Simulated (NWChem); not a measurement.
# C₄H₄ClF; SMILES C(=C/F)/C=C\Cl

```xyz
10

F     -0.2886    -2.9673     0.0000
C      0.7327    -2.1168     0.0000
C      0.5615    -0.7899     0.0000
C     -0.7309    -0.1411     0.0000
C     -0.9491     1.1827     0.0000
Cl     0.3030     2.3695     0.0000
H      1.7035    -2.6196     0.0000
H      1.4605    -0.1696     0.0000
H     -1.6182    -0.7806     0.0000
H     -1.9523     1.6122     0.0000
```
Atoms are numbered in this order, from 1.

All runs: NWChem. Pople sets run with spherical d functions. All runs use the structure optimised with PBE0/def2-SVP. Solvent water, SMD (1 M gas to 1 M solution), gas-phase geometry.

```json
[
 {"level": "PBE0/STO-3G", "basis functions": "38", "solvation free energy (kcal/mol)": "1.8", "cavity-dispersion-structure term (kcal/mol)": "4.2", "dipole in solution (D)": "2.23"},
 {"level": "PBE0/3-21G", "basis functions": "66", "solvation free energy (kcal/mol)": "-0.9", "cavity-dispersion-structure term (kcal/mol)": "4.2", "dipole in solution (D)": "1.39"},
 {"level": "PBE0/6-31G*", "basis functions": "96", "solvation free energy (kcal/mol)": "-0.1", "cavity-dispersion-structure term (kcal/mol)": "4.2", "dipole in solution (D)": "1.16"},
 {"level": "PBE0/6-31+G*", "basis functions": "120", "solvation free energy (kcal/mol)": "-0.6", "cavity-dispersion-structure term (kcal/mol)": "4.2", "dipole in solution (D)": "0.82"},
 {"level": "PBE0/6-311G**", "basis functions": "140", "solvation free energy (kcal/mol)": "-0.4", "cavity-dispersion-structure term (kcal/mol)": "4.2", "dipole in solution (D)": "___"},
 {"level": "PBE0/6-311++G**", "basis functions": "168", "solvation free energy (kcal/mol)": "-0.6", "cavity-dispersion-structure term (kcal/mol)": "4.2", "dipole in solution (D)": "0.75"}
]
```

Q: Complete the blanks.

A: 
- PBE0/6-311G**, dipole in solution (D): 1.11
